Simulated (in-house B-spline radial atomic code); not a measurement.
**Ionising W3+ with different functionals**

Computed with a B-spline radial code for spherical atoms: four-component Dirac-Coulomb Hamiltonian, Fermi nucleus of rms radius 5.3658 fm, spin-restricted, spherical fractional occupations for the functionals. The ionisation energy is the difference of two self-consistent energies, [Xe] 4f14 5d3 → [Xe] 4f14 5d2, without Breit or QED terms; ε is the level of the shell that loses the electron (mean over j). The electron is taken from both j subshells in proportion to 2j + 1, so the result is a j average, not the step between ground levels.

Hybrids are left out here: with spherical fractional occupations of an open shell their exact exchange keeps a self-interaction that integer-occupation calculations don't have.

```json
{"method": "LDA VWN5", "rung": "LDA", "ΔSCF (eV)": "37.53", "-ε(5d) (eV)": "31.42"}
{"method": "relativistic LDA", "rung": "LDA", "ΔSCF (eV)": "37.54", "-ε(5d) (eV)": "31.43"}
{"method": "LDA PW92", "rung": "LDA", "ΔSCF (eV)": "37.52", "-ε(5d) (eV)": "31.42"}
{"method": "LDA exchange-only", "rung": "LDA", "ΔSCF (eV)": "36.03", "-ε(5d) (eV)": "29.96"}
{"method": "PBE", "rung": "GGA", "ΔSCF (eV)": "37.19", "-ε(5d) (eV)": "31.09"}
{"method": "PBEsol", "rung": "GGA", "ΔSCF (eV)": "37.20", "-ε(5d) (eV)": "31.11"}
{"method": "BLYP", "rung": "GGA", "ΔSCF (eV)": "37.15", "-ε(5d) (eV)": "31.04"}
{"method": "RPBE", "rung": "GGA", "ΔSCF (eV)": "37.08", "-ε(5d) (eV)": "30.98"}
{"method": "PW91", "rung": "GGA", "ΔSCF (eV)": "37.27", "-ε(5d) (eV)": "31.17"}
{"method": "BP86", "rung": "GGA", "ΔSCF (eV)": "37.29", "-ε(5d) (eV)": "31.21"}
{"method": "AM05", "rung": "GGA", "ΔSCF (eV)": "37.20", "-ε(5d) (eV)": "31.10"}
{"method": "OLYP", "rung": "GGA", "ΔSCF (eV)": "37.15", "-ε(5d) (eV)": "31.02"}
```

How do they compare with the NIST value?

NIST lists 38.2 eV ± 0.4 (semi-empirical, ground level to ground level). Errors run from -2.17 to -0.66 eV. The correlated functionals all miss on the same side by more than they spread, so the cause is common to them (Breit-QED terms, spin polarisation, the choice among j levels, multiplet and fine-structure energies, or a listed next ion that isn't the cheapest removal here) and closeness doesn't rank the functionals.
